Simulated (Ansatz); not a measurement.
Consider the ligand exchange at the Si–N bond: `O[SiH2]N[Si](O)(Cl)Cl` + `C[SiH](N)O` → `C[SiH](O)N[SiH2]O` + `N[Si](O)(Cl)Cl`.

Calculated with Ansatz (gas phase, PBE0-D4/def2-TZVP geometries, no zero-point term in ΔE). CBS: MP2 limit from def2 TZ/QZ plus the TZ coupled-cluster correction, frozen cores. This one scheme is used for every species. Functionals use def2-TZVPP. B3LYP here is the variant with VWN-RPA as its local correlation; programs differ in this. Each species was taken in one conformer, which may not be the lowest.

```tsv
level	ΔE (kcal/mol)	difference from CCSD(T)/CBS
PBE-D4	-0.6	-0.2
r2SCAN-D4	-0.8	-0.4
PBE0-D4	-0.6	-0.2
B3LYP-D4	-0.3	0.1
PBE	-0.8	-0.4
r2SCAN	-0.8	-0.4
PBE0	-0.8	-0.4
MP2/def2-TZVPP	-0.6	-0.2
CCSD/def2-TZVPP	-0.7	-0.3
SCS-MP2/def2-QZVPP	-0.6	-0.2
CCSD(T)/CBS	-0.4	0
```

Largest T1 diagnostic among the species: 0.011.
